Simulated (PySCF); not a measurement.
N-benzylformamidinium cation, C₈H₁₁N₂ (charge +1).
Numbering: `[NH2+:1]=[CH:2][NH:3][CH2:4][c:5]1[cH:6][cH:7][cH:8][cH:9][cH:10]1` (hydrogens: H11, H12 on N1; H13 on C2; H14 on N3; H15, H16 on C4; H17 on C6; H18 on C7; H19 on C8; H20 on C9; H21 on C10)

Geometry (PBE0-D3(BJ)/def2-SVP, Å), atoms numbered from 1 in this order:
```
atom  x, y, z in Å
N1     1.8318   -0.1017    1.3412
C2     2.3028   -0.9123    0.4258
N3     1.9390   -0.9396   -0.8325
C4     0.9807   -0.0398   -1.4855
C5    -0.2820    0.1712   -0.6898
C6    -0.6663    1.4644   -0.3155
C7    -1.8296    1.6645    0.4296
C8    -2.6114    0.5746    0.8063
C9    -2.2341   -0.7164    0.4323
C10   -1.0765   -0.9187   -0.3131
H11    1.0538    0.5297    1.1407
H12    2.1653   -0.1709    2.2963
H13    3.0698   -1.6303    0.7350
H14    2.4124   -1.6210   -1.4175
H15    1.4799    0.9239   -1.6793
H16    0.7582   -0.4883   -2.4643
H17   -0.0631    2.3248   -0.6214
H18   -2.1273    2.6774    0.7092
H19   -3.5228    0.7304    1.3875
H20   -2.8521   -1.5705    0.7176
H21   -0.7939   -1.9331   -0.6090
```

The closed-shell ground state was solved at several levels (PySCF, density fitting, gas phase, non-relativistic).

```
          level  basis functions  total energy (Eh)  HOMO (eV)  LUMO (eV)  gap (eV)
B3LYP/def2-SVPD              288          -420.4853     -10.78      -5.63      5.15
  PBE0/pcSseg-1              225          -420.2105     -11.02      -5.32      5.70
```

(1) Estimate the row for mPW1PW91/pcSseg-1, a basis of 225 functions; the other rows only guide the guess.

Answers

(1) Total energy -420.6090 Eh, HOMO -11.04 eV, LUMO -5.35 eV, gap 5.69 eV.

One conformer stands for the species.
